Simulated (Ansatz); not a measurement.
CH5FInN (SMILES [CH3][In]([NH2])[F]), singlet, at a GFN2-xTB geometry (such geometries of metal compounds can be far from the true shape) (all electrons, no relativity), with bond 4-3 at 2.4 times its length; CASSCF(4,4)/STO-3G run with Ansatz (a quantum-chemistry and plane-wave program).

Here is a job for Ansatz.
Ansatz 0.2 input:
```yaml
crystal:
  periodic: [false, false, false]
  atoms:
    - {symbol: In, position_ang: [-0.06983385, -0.00326083, -0.00254971]}
    - {symbol: F, position_ang: [1.84166799, -0.11253465, -0.51475819]}
    - {symbol: C, position_ang: [-0.50916289, -1.21616696, 1.81108437]}
    - {symbol: H, position_ang: [-1.68512163, -3.42561673, 1.08905565]}
    - {symbol: H, position_ang: [-1.14797714, -0.63511106, 2.46791060]}
    - {symbol: H, position_ang: [0.45138990, -1.42255653, 2.27184308]}
    - {symbol: N, position_ang: [-0.91296002, 1.42375794, -1.24102378]}
    - {symbol: H, position_ang: [-1.76903804, 1.10257045, -1.68387481]}
    - {symbol: H, position_ang: [-0.24268451, 1.59515681, -1.98769837]}
basis:
  gaussian:
    orbitals: STO-3G
hamiltonian:
  xc: hf
magnetization: {spin_polarized: false}
correlation: {active_space: {window: {electrons: 4, orbitals: 4}}}
```

What the program printed (banner, timings and long lists left out):

```
Functional definition: HF
642 factors; integrals over basis functions are off by at most 3.6e-5 eV
mean field evaluation 1: about -159850.9363 eV, gradient 3.1e1 eV
mean field evaluation 2: about -159851.0057 eV, gradient 3.0e1 eV
mean field evaluation 4: about -159856.4360 eV, gradient 5.2e0 eV
mean field evaluation 8: about -159856.5921 eV, gradient 1.3e-1 eV
mean field evaluation 16: about -159852.6245 eV, gradient 1.6e-1 eV
mean field -159856.59226231 eV, -5874.6214109498 hartree, gradient 4.7e-6 eV, S^2 0.000000; 1 other end points of the search recorded, 0 dependent functions left out
reference -159856.59226231 eV, -5874.6214109498 hartree; 38, 38 occupied and 9, 9 virtual orbitals, 642 factors
state -159861.83642401 eV, -5874.8141303377 hartree
Total energy: -159861.83642401 eV, -5874.8141303377 hartree
```
